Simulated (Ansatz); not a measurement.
`CN[SiH2]O` + `C[SiH2][SiH2]O` → `CN[SiH](C)O` + `O[SiH2][SiH3]`  (redistribution)

Gas-phase electronic energies from Ansatz, PBE0-D4/def2-TZVP geometries. CCSD(T)/CBS is the MP2 limit (def2-TZVPP, def2-QZVPP) plus CCSD(T) − MP2 in def2-TZVPP, frozen cores. DFT in def2-TZVPP. B3LYP here is the variant with VWN-RPA as its local correlation; programs differ in this. Each species was taken in one conformer, which may not be the lowest.

```json
{"level": "revPBE-D4", "ΔE (kcal/mol)": "-2.9", "difference from CCSD(T)/CBS": "0.0"}
{"level": "r2SCAN-D4", "ΔE (kcal/mol)": "-3.2", "difference from CCSD(T)/CBS": "-0.3"}
{"level": "PBE0-D4", "ΔE (kcal/mol)": "-2.9", "difference from CCSD(T)/CBS": "0.0"}
{"level": "B3LYP-D4", "ΔE (kcal/mol)": "-2.9", "difference from CCSD(T)/CBS": "0.0"}
{"level": "r2SCANh-D4", "ΔE (kcal/mol)": "-3.2", "difference from CCSD(T)/CBS": "-0.3"}
{"level": "r2SCAN", "ΔE (kcal/mol)": "-3.1", "difference from CCSD(T)/CBS": "-0.2"}
{"level": "r2SCANh", "ΔE (kcal/mol)": "-3.2", "difference from CCSD(T)/CBS": "-0.3"}
{"level": "r2SCAN0", "ΔE (kcal/mol)": "-3.1", "difference from CCSD(T)/CBS": "-0.2"}
{"level": "BHLYP", "ΔE (kcal/mol)": "-2.8", "difference from CCSD(T)/CBS": "0.1"}
{"level": "LC-ωPBE", "ΔE (kcal/mol)": "-2.8", "difference from CCSD(T)/CBS": "0.1"}
{"level": "RPA@PBE/def2-TZVPP", "ΔE (kcal/mol)": "-2.7", "difference from CCSD(T)/CBS": "0.2"}
{"level": "MP2/def2-SVP", "ΔE (kcal/mol)": "-2.6", "difference from CCSD(T)/CBS": "0.3"}
{"level": "CCSD(T)/def2-TZVPP", "ΔE (kcal/mol)": "-2.9", "difference from CCSD(T)/CBS": "0.0"}
{"level": "MP2/def2-QZVPP", "ΔE (kcal/mol)": "-2.6", "difference from CCSD(T)/CBS": "0.3"}
{"level": "SCS-MP2/def2-QZVPP", "ΔE (kcal/mol)": "-2.4", "difference from CCSD(T)/CBS": "0.5"}
{"level": "CCSD/CBS(def2)", "ΔE (kcal/mol)": "-3.0", "difference from CCSD(T)/CBS": "-0.1"}
{"level": "CCSD(T)/CBS", "ΔE (kcal/mol)": "-2.9", "difference from CCSD(T)/CBS": "0"}
```

Task: What do rigid-rotor, harmonic-oscillator terms from PBE0-D4/def2-TZVP frequencies (298.15 K, 1 bar) make of the CCSD(T)/CBS value? (Best estimate.)

Result: The calculation gave: ΔZPE = -0.6 kcal/mol, ΔH = -3.3 kcal/mol, ΔS = 3 J/(mol·K), ΔG = -3.5 kcal/mol.

Largest T1 diagnostic among the species: 0.012.

Leaving LDA and LC-ωPBE aside and taking each functional with its dispersion term where it has one, the values, not all of them listed here, spread over 1.0 kcal/mol, from B97M-V to B2PLYP. LDA lies −0.8 kcal/mol from PBE without D4.
